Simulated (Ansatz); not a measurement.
`[CH3][Ge]([NH2])([F])[F]` + NH₃ → `[NH2][Ge]([NH2])([F])[F]` + CH₄ at 600 K and 1 bar (ligand exchange at a Ge–C bond).

Gas-phase electronic energies from Ansatz, PBE0-D4/def2-TZVP geometries. CCSD(T)/CBS adds triple-zeta CCSD(T) − MP2 to the extrapolated MP2 energy (def2 sets, frozen cores). This one scheme is used for every species. For Ge outer-core shells are correlated without core-valence functions, which leaves a few kJ/mol of doubt a bond. Scalar relativity is left out up to krypton. Each species was taken in one conformer, which may not be the lowest.

```csv
species,CCSD(T)/CBS energy (Eh),H − E (kJ/mol),S (J/(mol·K))
`[CH3][Ge]([NH2])([F])[F]`,-2371.58148,241.7,457.5
NH₃,-56.50880,112.4,219.5
`[NH2][Ge]([NH2])([F])[F]`,-2387.63808,212.2,435.6
CH₄,-40.46206,140.4,215.7
```

H − E and S are ideal-gas, rigid-rotor, harmonic terms from PBE0-D4/def2-TZVP, for one conformer and one mirror image of each species. 1 Eh = 2625.50 kJ/mol, R = 8.31446 J/(mol·K).

Problem. By hand: ΔE, ΔH, ΔS and ΔG.

Solution. ΔE = (-2387.63808) + (-40.46206) − (-2371.58148) − (-56.50880) = -0.00986 Eh = -25.9 kJ/mol. Δ(H − E) = 212.2 + 140.4 − 241.7 − 112.4 = -1.5, so ΔH = -27.4 kJ/mol. ΔS = 435.6 + 215.7 − 457.5 − 219.5 = -25.7 J/(mol·K). ΔG = -27.4 − 600 × (-25.7)/1000 = -12.0 kJ/mol.

Problem. By hand: the equilibrium constant, and the temperature at which ΔG would vanish if ΔH and ΔS stayed fixed.

Solution. log₁₀ K = −ΔG/(RT ln 10) = 1.0. ΔG = 0 at ΔH/ΔS = 1066 K.

TΔS isn't small against ΔH here. A doubt of 5 kJ/mol in ΔE shifts log₁₀ K by 0.4 here. Other conformers and mirror images would add mixing entropy, several J/(mol·K) or more a flexible species. These are equilibria of isolated gas molecules and say nothing of rates. Largest T1 diagnostic: 0.011 (customary marks: 0.02 for closed shells, 0.045 for open ones).
